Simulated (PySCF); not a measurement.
**Trend along group 15: MTl molecules**

r²SCAN with double-zeta basis sets in PySCF, for the lowest determinant that a PBE0 search found; no spin–orbit coupling. De refers to high-spin ground-configuration atoms. A positive dipole means M(−)Tl(+).

| M | basis | state (unpaired electrons) | Re (Å) | ωe (cm⁻¹) | De (eV) | μ (D) |
| --- | --- | --- | --- | --- | --- | --- |
| N | def2-SVP | triplet (π ↑↑) | 2.336 | 395 | 1.47 | 2.79 |
| P | def2-SVP | triplet (π ↑↑) | 2.744 | 233 | 1.79 | 2.66 |
| As | def2-SVP | triplet (π ↑↑) | 2.828 | 157 | 1.78 | 2.59 |
| Bi | def2-SVP | triplet (π ↑↑) | 3.093 | 103 | 1.50 | 2.36 |

Question: The row for M = Sb is missing. Estimate Re, ωe and De as the mean of the rows for As and Bi, and compare with the calculation.

Answer: The means are 2.960 Å, 130 cm⁻¹ and 1.64 eV. r²SCAN in def2-SVP gives TlSb as a triplet (π ↑↑) with Re = 3.022 Å, ωe = 123 cm⁻¹, De = 1.63 eV, so the estimate is off by -6.1 pm, +6 % and +0.01 eV.

These are scalar-relativistic numbers at best; spin–orbit coupling would shift them, the dissociation energy most. States were picked by a PBE0 search and need not be the measured ground states.
